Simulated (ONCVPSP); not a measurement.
Building the ONCV potential for cerium (PBE, scalar-relativistic).

The input file (ONCVPSP 4.0.1):

```
# ATOM AND REFERENCE CONFIGURATION
# atsym  z   nc   nv     iexc    psfile
  Ce 58.00    9    5        4      upf
#
#   n    l    f
    1    0    2.00
    2    0    2.00
    2    1    6.00
    3    0    2.00
    3    1    6.00
    3    2   10.00
    4    0    2.00
    4    1    6.00
    4    2   10.00
    4    3    1.00
    5    0    2.00
    5    1    6.00
    5    2    1.00
    6    0    1.50
#
# PSEUDOPOTENTIAL AND OPTIMIZATION
# lmax
    3
#
#   l,   rc,      ep,       ncon, nbas, qcut
    0    2.35    0.00    4    9    5.90
    1    1.90    0.00    4    8    5.10
    2    3.00    0.00    3    8    5.40
    3    1.25    0.00    3    7   13.60
#
# LOCAL POTENTIAL
# lloc, lpopt,  rc(5),   dvloc0
    4    5    0.90    0.00
#
# VANDERBILT-KLEINMAN-BYLANDER PROJECTORs
# l, nproj, debl
    0    2    2.30
    1    1    3.90
    2    2    0.60
    3    2    1.30
#
# MODEL CORE CHARGE
# icmod, fcfact, rcfact
    0    0.00    0.00
#
# LOG DERIVATIVE ANALYSIS
# epsh1, epsh2, depsh
   -3.00    5.00    0.02
#
# OUTPUT GRID
# rlmax, drl
    6.00    0.01
#
# TEST CONFIGURATIONS
# ncnf
    4
# nvcnf
#   n    l    f
    5
    4    3    1.00
    5    0    2.00
    5    1    6.00
    5    2    1.00
    6    0    2.00
#
    5
    4    3    1.00
    5    0    2.00
    5    1    6.00
    5    2    1.00
    6    0    1.00
#
    5
    4    3    1.00
    5    0    2.00
    5    1    6.00
    5    2    1.00
    6    0    0.00
#
    6
    4    3    1.00
    5    0    2.00
    5    1    6.00
    5    2    1.00
    6    0    1.00
    6    1    1.00
#
```

Command:

```bash
oncvpsp.x < Ce.dat > Ce.out
```

The program printed (shortened: citation, most of the input echo, consistency checks and plot data are left out):

```
ONCVPSP  (Optimized Norm-Conservinng Vanderbilt PSeudopotential)
scalar-relativistic version 4.0.1

#   n    l    f        energy (Ha)
    1    0    2.00    -1.4800454E+03
    2    0    2.00    -2.3706306E+02
    2    1    6.00    -2.1231603E+02
    3    0    2.00    -5.1129313E+01
    3    1    6.00    -4.3260034E+01
    3    2   10.00    -3.2085659E+01
    4    0    2.00    -1.0428592E+01
    4    1    6.00    -7.8600765E+00
    4    2   10.00    -4.1639528E+00
    4    3    1.00    -3.0124056E-01
    5    0    2.00    -1.5951947E+00
    5    1    6.00    -9.5692692E-01
    5    2    1.00    -2.0955541E-01
    6    0    1.50    -2.2229382E-01

Reference configufation results
  iterations    28
  all-electron total energy (Ha)   -8.86036670D+03

Begin loop to  construct optimized pseudo wave functions
and semi-local pseudopoentials for all angular momenta

Calculating optimized projector #   1

 for l=   0

    Fraction of norm inside rc  0.939602
    Optimizing pswf for qcut=   5.91 a_B^-1,  ecut=  17.45 Ha
    Residual kinetic energy error=  1.12D-07 Ha

    Energy error per electron        Cutoff
         Ha          eV             Ha
         0.01000     0.27211        8.27
         0.00100     0.02721       10.88
         0.00010     0.00272       13.01
         0.00001     0.00027       14.75

Calculating optimized projector #   2

 for l=   0

    Fraction of norm inside rc  0.068659
    Optimizing pswf for qcut=   5.91 a_B^-1,  ecut=  17.45 Ha
    Residual kinetic energy error=  1.53D-07 Ha

    Energy error per electron        Cutoff
         Ha          eV             Ha
         0.01000     0.27211        6.45
         0.00100     0.02721        9.98
         0.00010     0.00272       12.57
         0.00001     0.00027       14.55

Calculating optimized projector #   1

 for l=   1

    Fraction of norm inside rc  0.638985
    Optimizing pswf for qcut=   5.10 a_B^-1,  ecut=  13.03 Ha
    Residual kinetic energy error=  5.30D-04 Ha

    Energy error per electron        Cutoff
         Ha          eV             Ha
         0.01000     0.27211        8.15
         0.00100     0.02721       11.97
         0.00010     0.00272       40.81
         0.00001     0.00027       57.44

   Wellstate for l =  2  n =  6
     eigenvalue =   0.3904
     asymptotic potential =   0.8904
     half-point radius =  5.0710

Calculating optimized projector #   1

 for l=   2

    Fraction of norm inside rc  0.636510
    Optimizing pswf for qcut=   5.40 a_B^-1,  ecut=  14.58 Ha
    Residual kinetic energy error=  7.56D-10 Ha

    Energy error per electron        Cutoff
         Ha          eV             Ha
         0.01000     0.27211        4.63
         0.00100     0.02721        6.52
         0.00010     0.00272        8.25
         0.00001     0.00027        9.79

Calculating optimized projector #   2

 for l=   2

    Fraction of norm inside rc  0.238806
    Optimizing pswf for qcut=   5.40 a_B^-1,  ecut=  14.58 Ha
    Residual kinetic energy error=  1.09D-09 Ha

    Energy error per electron        Cutoff
         Ha          eV             Ha
         0.01000     0.27211        5.06
         0.00100     0.02721        6.85
         0.00010     0.00272        8.42
         0.00001     0.00027        9.89

   Wellstate for l =  3  n =  5
     eigenvalue =   0.9988
     asymptotic potential =   1.4988
     half-point radius =  3.0720

Calculating optimized projector #   1

 for l=   3

    Fraction of norm inside rc  0.692344
    Optimizing pswf for qcut=  13.61 a_B^-1,  ecut=  92.66 Ha
    Residual kinetic energy error=  4.11D-06 Ha

    Energy error per electron        Cutoff
         Ha          eV             Ha
         0.01000     0.27211       65.03
         0.00100     0.02721       74.97
         0.00010     0.00272       82.67
         0.00001     0.00027       89.41

Calculating optimized projector #   2

 for l=   3

    Fraction of norm inside rc  0.113040
    Optimizing pswf for qcut=  13.61 a_B^-1,  ecut=  92.66 Ha
    Residual kinetic energy error=  3.22D-06 Ha

    Energy error per electron        Cutoff
         Ha          eV             Ha
         0.01000     0.27211       61.83
         0.00100     0.02721       73.53
         0.00010     0.00272       82.29
         0.00001     0.00027       89.21

Construct Vanderbilt / Kleinmman-Bylander projectors

B matrix Hermiticity error, ll=   0
   1   2    1.0008E-04

  Orthonormal projector coefficients  1.4184E+01  1.0324E+00

B matrix Hermiticity error, ll=   2
   1   2    3.6745E-05

  Orthonormal projector coefficients  6.0027E+00  2.9686E-01

B matrix Hermiticity error, ll=   3
   1   2    2.4578E-04

  Orthonormal projector coefficients -9.5966E+00 -3.4668E+00

Pseudoatom total energy  -38.497936

Diagnostic tests using Vanderbilt-Kleinman-Bylander pseudopotentials
  1 or more projectors used as specified by nproj input data

   l    rcore       rmatch      e in        delta e   norm test  slope test

   0   2.3611069   2.4327953  -1.5951947   0.0000005   1.0001048   1.0001010
   0   2.3611069   2.4327953  -0.2222938   0.0000015   1.0000243   1.0000203

   1   1.9036555   1.9614546  -0.9569269  -0.0000056   0.9999980   1.0000129

   2   3.0173999   3.1090147  -0.2095554  -0.0000006   1.0000296   1.0000292
   2   3.0173999   3.1090147   0.3904446   0.0000017   1.0001256   1.0001256

   3   1.2523615   1.2903859  -0.3012406  -0.0000205   1.0001745   1.0000642
   3   1.2523615   1.2903859   0.9987594  -0.0000054   1.0004221   1.0004221

 Testing for bound ghosts
   n   l    E NL Schr. Eq   E Basis Diag.   E Cutoff

       0                      -14.192394     62.92  WARNING - GHOST(-)
   1   0       -1.595194       -1.595193     62.92
   2   0       -0.222292       -0.202375     62.92

       1                       -5.805220     61.31  WARNING - GHOST(-)
   2   1       -0.956933       -0.956754     61.31

   3   2       -0.209556       -0.209099     37.82

   4   3       -0.301261       -0.294635    188.66

 Testing for highly-localized positive-energy ghosts
       l    <radius>/rc     E Basis Diag.   E Cutoff

       2        0.466938        2.076825     37.82  WARNING - GHOST(+)

Test configuration 0

   n   l     f        eae           eps        diff
   1   0  2.0000-1480.04536949
   2   0  2.0000 -237.06306460
   2   1  6.0000 -212.31603483
   3   0  2.0000  -51.12931337
   3   1  6.0000  -43.26003372
   3   2 10.0000  -32.08565922
   4   0  2.0000  -10.42859186
   4   1  6.0000   -7.86007648
   4   2 10.0000   -4.16395284
   4   3  1.0000   -0.30124056   -0.30126101   -2.05D-05
   5   0  2.0000   -1.59519466   -1.59519418    4.84D-07
   5   1  6.0000   -0.95692692   -0.95693256   -5.64D-06
   5   2  1.0000   -0.20955541   -0.20955597   -5.59D-07
   6   0  1.5000   -0.22229382   -0.22229236    1.46D-06

    Total energies and differences
      AE_ref= -8.86036670D+03  AE_tst= -8.86036670D+03  dif=  0.00D+00
      PS_ref= -3.84979359D+01  PS_tst= -3.84979359D+01  dif=  3.55D-14
      PSP excitation error= -3.55D-14

Test configuration 1

   n   l     f        eae           eps        diff
   1   0  2.0000-1479.94110866
   2   0  2.0000 -236.95921040
   2   1  6.0000 -212.21215917
   3   0  2.0000  -51.02550606
   3   1  6.0000  -43.15622483
   3   2 10.0000  -31.98186178
   4   0  2.0000  -10.32482030
   4   1  6.0000   -7.75631720
   4   2 10.0000   -4.06023881
   4   3  1.0000   -0.19776557   -0.19752632    2.39D-04
   5   0  2.0000   -1.49165757   -1.49158607    7.15D-05
   5   1  6.0000   -0.85351103   -0.85352585   -1.48D-05
   5   2  1.0000   -0.11241853   -0.11245487   -3.63D-05
   6   0  2.0000   -0.13761889   -0.13760968    9.22D-06

    Total energies and differences
      AE_ref= -8.86036670D+03  AE_tst= -8.86045642D+03  dif= -8.97D-02
      PS_ref= -3.84979359D+01  PS_tst= -3.85876753D+01  dif= -8.97D-02
      PSP excitation error=  1.54D-05

Test configuration 2

   n   l     f        eae           eps        diff
   1   0  2.0000-1480.16007880
   2   0  2.0000 -237.17727305
   2   1  6.0000 -212.43027002
   3   0  2.0000  -51.24341272
   3   1  6.0000  -43.37413539
   3   2 10.0000  -32.19975493
   4   0  2.0000  -10.54259113
   4   1  6.0000   -7.97405561
   4   2 10.0000   -4.27786647
   4   3  1.0000   -0.41470364   -0.41504452   -3.41D-04
   5   0  2.0000   -1.70862914   -1.70872144   -9.23D-05
   5   1  6.0000   -1.06993806   -1.06993423    3.83D-06
   5   2  1.0000   -0.31469321   -0.31464488    4.83D-05
   6   0  1.0000   -0.31201117   -0.31202361   -1.24D-05

    Total energies and differences
      AE_ref= -8.86036670D+03  AE_tst= -8.86023334D+03  dif=  1.33D-01
      PS_ref= -3.84979359D+01  PS_tst= -3.83645475D+01  dif=  1.33D-01
      PSP excitation error= -2.82D-05

Test configuration 3

   n   l     f        eae           eps        diff
   1   0  2.0000-1480.41747061
   2   0  2.0000 -237.43339831
   2   1  6.0000 -212.68646148
   3   0  2.0000  -51.49912321
   3   1  6.0000  -43.62985240
   3   2 10.0000  -32.45548012
   4   0  2.0000  -10.79787533
   4   1  6.0000   -8.22927087
   4   2 10.0000   -4.53288251
   4   3  1.0000   -0.66805954   -0.66923060   -1.17D-03
   5   0  2.0000   -1.96141576   -1.96176022   -3.44D-04
   5   1  6.0000   -1.32058656   -1.32056061    2.60D-05
   5   2  1.0000   -0.54588356   -0.54568619    1.97D-04

    Total energies and differences
      AE_ref= -8.86036670D+03  AE_tst= -8.85982612D+03  dif=  5.41D-01
      PS_ref= -3.84979359D+01  PS_tst= -3.79572233D+01  dif=  5.41D-01
      PSP excitation error= -1.36D-04

Test configuration 4

psatom: WARNING lschvkbb convergence error n,l,iter=   3   1   2
ea(ii),et,emin,emax -2.005704E-01 -2.206274E-01 -2.206274E-01 -2.206274E-01
run_config: WARNING for fully non-local PS atom, stg. 2
 WARNING no output for configuration 5
```

Note: ghosts flagged at negative energy: s at -386.2 eV, p at -158.0 eV; GHOST(+) flagged for d at 56.5 eV. A true bound ghost makes a file unfit for plane-wave use.

The run took about 4 s on one core of a shared server CPU.
